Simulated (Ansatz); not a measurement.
Relaxation of H$_{6}$OW (8 atoms, charge 0, multiplicity 1), to a largest force component of 0.02 eV/Å in at most 40 steps.

Level of theory: RKS B3LYP/def2-SVP (Ansatz 0.2.0).

```xyz
8
Properties=species:S:1:pos:R:3
W 0.000 0.000 0.000
O 0.000 0.000 1.940
H -0.909 -0.281 2.277
H 1.720 0.000 0.000
H 0.000 1.720 0.000
H -1.720 0.000 0.000
H 0.000 -1.720 0.000
H 0.000 0.000 -1.720
```

**Question.** Where does it end, and by what steps?

**Answer.** It converged. After 14 steps the energy has fallen by 5.214 eV; H5 moved furthest, 0.61 Å.

```
step  energy less start (eV)  largest force component (eV/Å)  accepted
   0                  0.0000                           7.457       yes
   1                 -1.8788                           2.620       yes
   2                 -3.1104                           3.493       yes
   3                 -4.1790                           1.999       yes
   4                 -4.8879                           0.845       yes
   5                 -5.0885                           0.754       yes
   6                 -5.1509                           0.362       yes
   7                 -5.1805                           0.488       yes
   8                 -5.1501                           1.037        no
   9                 -5.2105                           0.100       yes
  10                 -5.2129                           0.037       yes
  11                 -5.2117                           0.238        no
  12                 -5.2137                           0.033       yes
  13                 -5.2144                           0.023       yes
  14                 -5.2145                           0.012       yes
```

```xyz
8
Properties=species:S:1:pos:R:3
W 0.290 0.343 0.325
O -0.286 -0.061 2.077
H -0.918 -0.654 2.504
H 1.685 -0.419 -0.331
H -0.378 1.710 -0.473
H -1.241 0.042 -0.237
H -0.166 -1.206 -0.053
H 0.105 -0.035 -1.315
```

The run took 28 s on 2 threads of Arm Neoverse V1 (shared host), peak memory 0.14 GiB.
